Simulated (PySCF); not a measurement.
Species: C7H8.
Bonds: C1–C2, C2–C3 (aromatic), C3–C4 (aromatic), C4–C5 (aromatic), C5–C6 (aromatic), C6–C7 (aromatic), C2–C7 (aromatic). Hydrogens: H8, H9, H10 on C1; H11 on C3; H12 on C4; H13 on C5; H14 on C6; H15 on C7.

The same species was optimised twice, with GFN2-xTB and with PBE0-D3(BJ)/def2-SVP (PySCF), and the same property calculations (PySCF, gas phase) were run on both structures.

```tsv
coordinate	GFN2-xTB	PBE0-D3(BJ)/def2-SVP	change
C2–C3 (Å)	1.388	1.400	+0.012
C6–C7 (Å)	1.383	1.393	+0.010
C4–C5 (Å)	1.384	1.394	+0.010
C2–C7 (Å)	1.390	1.400	+0.010
C3–C4 (Å)	1.384	1.394	+0.010
C5–C6 (Å)	1.385	1.394	+0.009
C1–C2 (Å)	1.499	1.502	+0.003
C1–C2–C7 (°)	120.2	120.9	+0.7
C3–C2–C7 (°)	118.6	118.1	-0.5
C2–C3–C4 (°)	120.7	121.1	+0.4
C2–C7–C6 (°)	120.8	121.1	+0.3
C4–C5–C6 (°)	119.6	119.4	-0.2
C1–C2–C3 (°)	121.1	121.0	-0.1
C5–C6–C7 (°)	120.1	120.2	+0.1
C3–C4–C5 (°)	120.2	120.2	0.0
```

Rotational constants: A = 5609, B = 2560, C = 1777 MHz (GFN2-xTB) against A = 5541, B = 2519, C = 1751 MHz (PBE0-D3(BJ)/def2-SVP). Atoms that the bonding makes alike are paired by their places after alignment.

On the GFN2-xTB structure: HOMO (eV) -6.99 [PBE0/pcSseg-1]; LUMO (eV) -0.12 [PBE0/pcSseg-1]; dipole (D) 0.41 [PBE0/pcSseg-1]; GIAO shielding of C1 (ppm) 162.7 [PBE0/pcSseg-1]; GIAO shielding of C2 (ppm) 43.6 [PBE0/pcSseg-1]; GIAO shielding of C3/C7 (mean) (ppm) 52.7 [PBE0/pcSseg-1]; GIAO shielding of C4/C6 (mean) (ppm) 52.9 [PBE0/pcSseg-1]; GIAO shielding of C5 (ppm) 56.2 [PBE0/pcSseg-1].

Question: What do these properties become on the PBE0-D3(BJ)/def2-SVP structure?

Answer: 
```
                                    property          level  on GFN2-xTB  on PBE0-D3(BJ)/def2-SVP  change
                                   HOMO (eV)  PBE0/pcSseg-1        -6.99                    -6.98   +0.01
                                   LUMO (eV)  PBE0/pcSseg-1        -0.12                    -0.15   -0.03
                                  dipole (D)  PBE0/pcSseg-1         0.41                     0.42   +0.01
energy, GFN2-xTB geometry as zero (kcal/mol)  PBE0/pcSseg-1          0.0                     -0.2    -0.2
                  GIAO shielding of C1 (ppm)  PBE0/pcSseg-1        162.7                    161.0    -1.7
                  GIAO shielding of C2 (ppm)  PBE0/pcSseg-1         43.6                     41.5    -2.1
        GIAO shielding of C3/C7 (mean) (ppm)  PBE0/pcSseg-1         52.7                     49.9    -2.8
        GIAO shielding of C4/C6 (mean) (ppm)  PBE0/pcSseg-1         52.9                     50.5    -2.4
                  GIAO shielding of C5 (ppm)  PBE0/pcSseg-1         56.2                     53.5    -2.7
```

The heavy atoms differ by 0.013 Å rms after alignment. Among bonds between heavy atoms C2–C3 changes most (+0.012 Å). Changes are differences of the printed values. Neither structure is proved a minimum here.
